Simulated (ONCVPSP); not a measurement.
# Which change was made? (Be, ONCV)

Be, optimised norm-conserving Vanderbilt (ONCV), made with ONCVPSP 4.0.1 (BLYP, scalar-relativistic). Core none, reference 1s2 2s1.5 2p0.5. Waves: 1s+2s: rc 0.85 bohr, ncon 4, nbas 7, qcut 18.3 1/bohr, 2 projectors; 2p: rc 4.00 bohr, ncon 4, nbas 8, qcut 2.8 1/bohr, 3 projectors, debl 1.3 Ha. Local part: polynomial inside 0.80 bohr (lpopt 5, dvloc0 0 Ha). Core correction: none.

Cutoffs, loose and tight: the cutoffs (Ha) at which the residual kinetic energy of the hardest occupied pseudo-wave falls to 1 and 0.1 mHa per electron. They do not see the model core or the augmentation charge, which bear on the density cutoff. Test errors are all-electron minus pseudo excitation energies from the reference, over the configurations 1s2 2s2 2p0; 1s2 2s1 2p0; 1s2 2s0 2p0; 1s2 2s0 2p2; variants that change the core or the reference have their own tests.

The base gives: outcome: generated; cutoff, loose: 97 Ha; cutoff, tight: 115 Ha; bound ghosts: none; GHOST(+) flags above zero: p; largest test error (meV): +160.

Task: After one change the result is: outcome: generated; cutoff, loose: 79 Ha; cutoff, tight: 94 Ha; bound ghosts: none; GHOST(+) flags above zero: p; largest test error (meV): +161. Which change was it?
A. s: rc 1
B. s: rc 1.24
C. s: rc 0.58; local potential polynomial inside 0.58 bohr (lpopt 5, dvloc0 0 Ha)

Result: A. The others give: s: rc 0.58; local potential polynomial inside 0.58 bohr (lpopt 5, dvloc0 0 Ha) → outcome: generated; cutoff, loose: 136 Ha; cutoff, tight: 160 Ha; bound ghosts: none; GHOST(+) flags above zero: p; largest test error (meV): +160 | s: rc 1.24 → outcome: failed: ERROR pspot: first pseudo wave function has node, program will stop.
